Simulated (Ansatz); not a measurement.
Harmonic frequencies (cm⁻¹) at PBE0-D4/def2-TZVP from Ansatz: 84, 213, 217, 283, 358, 378, 585, 645, 754, 796, 837, 984, 1064, 1224, 1286, 1397, 1430, 1802, 2725, 3077, 3660.

Each molecule was computed in one conformer, which needn't be the lowest.

Task: Which molecule is it?
A. `O=COB(O)S`
B. `C=[C]1[O][Al]1[OH]`
C. `CO[BH][ZnH]`
D. `O=C[SiH](Cl)O[SiH3]`

Result: A.
